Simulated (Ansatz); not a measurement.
Molecule: CH$_{2}$N, charge -1, multiplicity 1. It need not be the lowest isomer of its formula. Whether it binds its extra electron was not tested at this geometry. 
Geometry from a B3LYP-D3(BJ)/def2-TZVP (Ansatz, a quantum-chemistry and plane-wave program) optimisation:
```xyz
4

C     -0.7014     0.0944     0.0076
N      0.5327    -0.3221    -0.0342
H     -0.7601     1.2427     0.1381
H      1.2390     0.4451     0.0563
```
Charge -1, spin multiplicity 1.

Basis-set convergence of Hartree-Fock and MP2 correlation energies (hartree) with Ansatz. Valence correlation only, unless marked. No spin-orbit coupling. Non-relativistic. This anion needs diffuse functions, which these sets lack.

```tsv
basis	functions	E(HF)	E(corr, MP2)
cc-pVDZ	38	-93.35370	-0.30144
cc-pVTZ	88	-93.38981	-0.37636
cc-pVQZ	170	(withheld)	(withheld)
```

**Question.** Complete the blanks.

**Answer.** 
- cc-pVQZ, E(HF): -93.40143
- cc-pVQZ, E(corr, MP2): -0.40344
